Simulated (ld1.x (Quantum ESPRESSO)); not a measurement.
**Configuration tests for Tl (Z = 81) (TM)**

- Element: thallium
- Generator: ld1.x (Quantum ESPRESSO) 7.5
- Type: norm-conserving Troullier–Martins (Kleinman–Bylander form)
- Functional: PBE
- Relativity: scalar-relativistic
- Frozen core: [Xe] 4f14 5d10
- Valence charge: 3
- Reference configuration: 6s1 6p0 (charge +2)
- Partial waves: 6p (bound, empty): rc 2.30 bohr; 6s (bound): rc 1.65 bohr
- Local potential: the s channel
- Core correction: none

Energies are relative to the spin-unpolarised reference configuration 6s1 6p0; without spin polarisation the order of configurations can differ from experiment. The frozen-core shift is the all-electron ΔE with the core orbitals held at their reference shape minus the fully relaxed ΔE.

```tsv
valence configuration	charge	ΔE all-electron (eV)	error AE − PS (meV)	frozen-core shift (meV)
6s2 6p1	0	-25.947	+447	+351
6s2 6p0	+1	-20.780	+180	+203
6s2 6p0.5	+0.5	-24.093	+313	+288
6s1 6p1	+1	-12.502	+227	+59
6s0 6p3	0	-10.736	+823	+42
6s1 6p2	0	-18.544	+558	+148
```

Task: What are ΔE and the potential's error for 6s2 6p1.3?

Result: ΔE = -26.440 eV all-electron; the error (AE − PS) is +511 meV.

Levels in the configuration 6s2 6p0.5:

```csv
level,all-electron (eV),pseudo (eV)
6s,-12.744,-12.996
6p,-5.114,-5.391
```
